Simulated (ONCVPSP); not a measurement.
**What the settings do to the ONCV potential of Te**

Base potential:

- Element: Te
- Generator: ONCVPSP 4.0.1
- Type: optimised norm-conserving Vanderbilt (ONCV)
- Functional: PBE
- Relativity: fully relativistic
- Frozen core: [Kr] 4d10
- Valence charge: 6
- Reference configuration: 5s2 5p4
- Partial waves: 5s: rc 1.65 bohr, ncon 4, nbas 7, qcut 3.1 1/bohr, 2 projectors, debl 3.7 Ha; 5p: rc 2.25 bohr, ncon 4, nbas 7, qcut 4.2 1/bohr, 1 projector
- Local potential: polynomial inside 1.35 bohr (lpopt 5, dvloc0 2 Ha)
- Core correction: Teter function, fcfact 5.5, rcfact 1.45

Open shells are filled in proportion to 2j + 1.

All-electron outer shells of the reference configuration (PBE, scalar-relativistic, ld1.x):

```tsv
shell	level (eV)	outermost node (bohr)	outermost maximum (bohr)
4p	-114.41	0.38	0.74
4d	-41.65	0.36	0.81
5s	-15.11	0.91	1.80
5p	-5.95	1.00	2.17
```

Cutoffs, loose and tight: the cutoffs (Ha) at which the residual kinetic energy of the hardest occupied pseudo-wave falls to 1 and 0.1 mHa per electron. They do not see the model core or the augmentation charge, which bear on the density cutoff. Test errors are all-electron minus pseudo excitation energies from the reference, over the configurations 5s2 5p3; 5s2 5p2; 5s2 5p1; 5s2 5p0. A dash means not determined; rows that change the core or the reference have their own tests.

A true bound ghost makes a file unfit for plane-wave use even where its test errors are small: the radial tests pick states by their node count and pass the ghost by.

| change | outcome | cutoff, loose | cutoff, tight | bound ghosts | GHOST(+) flags above zero | largest test error (meV) |
| --- | --- | --- | --- | --- | --- | --- |
| base | generated | 15 Ha | 29 Ha | none | s, p3/2 | -784 |
| p: qcut 4 | generated | 15 Ha | 29 Ha | none | s, p3/2 | -789 |
| reference 5s2 5p3 | generated | 15 Ha | 30 Ha | none | s, p3/2 | -198 |
| p: nbas 9 | generated | 15 Ha | 29 Ha | none | s, p3/2 | -797 |
| local potential polynomial inside 1.35 bohr (lpopt 5, dvloc0 1 Ha) | generated | 15 Ha | 29 Ha | none | s, p3/2, p1/2 | -784 |
| p: rc 2.2 | generated | 15 Ha | 29 Ha | none | s, p3/2 | -781 |

What comes out with this change to the base: s: nproj 3?

outcome: generated; cutoff, loose: 15 Ha; cutoff, tight: 29 Ha; bound ghosts: s; GHOST(+) flags above zero: s, p3/2; largest test error (meV): -792.

What comes out with this change to the base: s: ncon 5, nbas 8?

outcome: generated; cutoff, loose: 53 Ha; cutoff, tight: 63 Ha; bound ghosts: none; GHOST(+) flags above zero: s, p3/2; largest test error (meV): -781.

What comes out with this change to the base: core [Ar] 3d10 4s2, valence charge 22; reference 4p6 4d10 5s2 5p4; waves now 5s: rc 1.35 bohr, ncon 4, nbas 7, qcut 4.4 1/bohr, 2 projectors, debl 1.7 Ha; 4p+5p: rc 1.10 bohr, ncon 4, nbas 9, qcut 13.9 1/bohr, 2 projectors; 4d: rc 1.00 bohr, ncon 4, nbas 8, qcut 8.8 1/bohr, 2 projectors, debl 1.3 Ha; local potential polynomial inside 0.65 bohr (lpopt 4, dvloc0 6 Ha)?

outcome: failed: optimize: ERROR ps0norm > uunorm, code will stop. Cause: the continuity conditions at rc already need more norm inside rc than the all-electron wave has, so norm conservation cannot be met.
